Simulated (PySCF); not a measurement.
Te(SeH)(OSiH3), SMILES [SiH3]O[Te][SeH] (H₄OSeSiTe), CAM-B3LYP/def2-SVP optimised geometry. Atoms within 1.6 Å of the plane z = 0.0 Å (x, y, z in Å): Te1 (1.23, -0.61, 1.45), Se2 (1.12, 1.87, 1.13), H3 (2.18, 1.97, 0.11), O4 (0.03, -1.25, 0.00), Si5 (-1.64, -1.25, 0.00), H6 (-2.18, -1.97, 1.19), H7 (-2.07, -1.96, -1.24), H8 (-2.18, 0.13, 0.00).

Level of theory: CAM-B3LYP/def2-TZVP, def2 effective core potentials past Kr (PySCF 2.14.0). The core electrons that the potentials of Te replace are not part of the density. Cells within 0.4 Å of a nucleus heavier than hydrogen are left out (blank, or x).

Map of the log10 of the electron density (e/bohr³), floored at −4 on the plane z = 0.0 Å:

```
|0000000000000000000000000000000|
|0000000000000000000000000000000|
|0000000000000001111111100000000|
|0000000000000112223322221100000|
|0000000000001123334443332210000|
|0000000000001233445555444321000|
|0000000000012334555666655431000|
|0000000000012345566667776432000|
|0000000000112345666778886532100|
|0000001111122345667777876532100|
|0000122333222345666677765432000|
|0001233444333345566666655421000|
|0012345555443344555555544321000|
|0012356676554334455555443211000|
|0013456887654444455555443221000|
|0023457898765555555555543321000|
|0013457888766667766555544321000|
|0013456778777788876655544321000|
|001245678xx8789x987655544321000|
|001235669xx989xxx97655543321000|
|001235668xx9889xx87654443221000|
|0012356678877889876544333210000|
|0012345667666677765433322110000|
|0012345566655556554332211100000|
|0001234455544444443221110000000|
|0001223344433333322110000000000|
|0000112233222221110000000000000|
|0000001111111000000000000000000|
|0000000000000000000000000000000|
|0000000000000000000000000000000|
|0000000000000000000000000000000|
```
Scale: ten equal steps from -4.00 (start of '0') to -0.181 (end of '9'), in the order '0123456789'; x runs from -4.50 to 4.50, y from -4.50 (bottom) to 4.50 (top).
